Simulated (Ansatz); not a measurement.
All numbers were calculated with Ansatz.

A structure relaxed at PBE0-D4/def2-TZVP, charge 0, multiplicity 1:

```xyz
8

N    -0.0830   -1.2742   -0.8038
B     0.6389   -0.5449    0.1254
Al   -0.1551    1.3384    0.6757
Cl    0.6522    2.7079    2.0424
Cl   -1.9637    1.9296   -0.2394
H    -0.9452   -0.9542   -1.2164
H     0.2039   -2.1824   -1.1358
H     1.6520   -1.0202    0.5519
```

Give its formula and SMILES.

AlBCl2H3N, `N[BH][Al]([Cl])[Cl]`.

Point group (tolerance 0.08 Å, 0.16 Å for H)?

Cs.

Summarise the bond lengths by kind.

1 × B–N 1.384 Å; 2 × H–N 1.008 to 1.009 Å; 1 × Al–B 2.117 Å; 1 × B–H 1.198 Å; 2 × Al–Cl 2.096 to 2.111 Å.
